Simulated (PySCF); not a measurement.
C2H9NSi2, SMILES CN(C)[Si][SiH3] (connectivity only; charge and spin as stated), neutral, multiplicity 1. Geometry optimised at ωB97X-D3(BJ)/def2-SVP. The values are those of a single conformer.

Method: PySCF 2.14.0 with ωB97X-D3(BJ)/def2-SVP.

Harmonic wavenumbers (cm⁻¹): 88, 134, 149, 172, 229, 311, 344, 404, 425, 437, 533, 692, 889, 951, 962, 1045, 1082, 1110, 1171, 1238, 1329, 1439, 1462, 1468, 1475, 1485, 1506, 2199, 2205, 2229, 3033, 3039, 3108, 3113, 3170, 3200. Rotational constants (GHz): 5.601, 1.792, 1.404; symmetry number 1.

Work out the zero-point energy and the ideal-gas rigid-rotor harmonic-oscillator thermochemistry at 298.15 K and 1 atm.

ZPE = ½ Σ hcν = ½ × 47827 cm⁻¹ = 68.37 kcal/mol. H − E(el) = 74.17 kcal/mol. Entropy in cal/(mol K): translation 39.81, rotation 27.52, vibration 20.43, total 87.77. G − E(el) = 48.00 kcal/mol. Cp = 30.25 cal/(mol K). Modes under 150 cm⁻¹ make the vibrational entropy uncertain.
